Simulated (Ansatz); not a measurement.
Basis-set extrapolation for C₂H₃BO₂ (`O=C1CBO1`) (PBE0-D4/def2-TZVP geometry, frozen core, Ansatz). Multiplicity 1, RHF reference.

```tsv
	def2-TZVPP	def2-QZVPP
HF	-252.022659	-252.033940
MP2 correlation	-0.867961	-0.931367
CCSD(T) correlation	-0.922837	not run
```

Energies in hartree. Use E(X) = E(∞) + A·exp(−7.88·√X) for Hartree–Fock and E(X) = E(∞) + B·X^(−2.97) for correlation, with X = 3 and 4, and add CCSD(T) minus MP2 of the smaller set to the MP2 limit.

Problem. What is the CCSD(T) energy at the basis-set limit?

Solution. HF limit: -252.033940 + (-0.011281) × 0.13774 = -252.03549. MP2 limit: -0.931367 + (-0.063406) × 0.74074 = -0.97833. Higher-order term: -0.922837 − (-0.867961) = -0.05488. Total: -253.06870 hartree, 77.3 kcal/mol below CCSD(T)/def2-TZVPP.
